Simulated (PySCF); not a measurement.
Br2OV, neutral, multiplicity 2. Atoms are numbered in the order given.

```xyz
4

V      0.0000     0.0000     0.6195
O      0.0000     0.0000     2.1684
Br     0.0000    -2.0626    -0.4514
Br     0.0000     2.0626    -0.4514
```
Charge 0, spin multiplicity 2.

The structure is a stationary point at B3LYP-D3(BJ)/def2-SVP. The spin state was assumed, not searched.

These are B3LYP-D3(BJ)/def2-SVP (PySCF) values and carry that method's errors.

Frequencies are harmonic and unscaled.

Computed normal modes with their intensities:
```tsv
mode	ν (cm⁻¹)	IR (km/mol)	moving atoms (share of kinetic energy)
1	53	27.3	V 61 %, O 32 %
2	80	0.5	Br 67 %, V 24 %, O 8 %
3	198	1.1	O 78 %, Br 22 %
4	268	9.5	Br 62 %, V 29 %, O 9 %
5	425	97.2	V 75 %, Br 20 %
6	1148	187.1	O 75 %, V 25 %
```
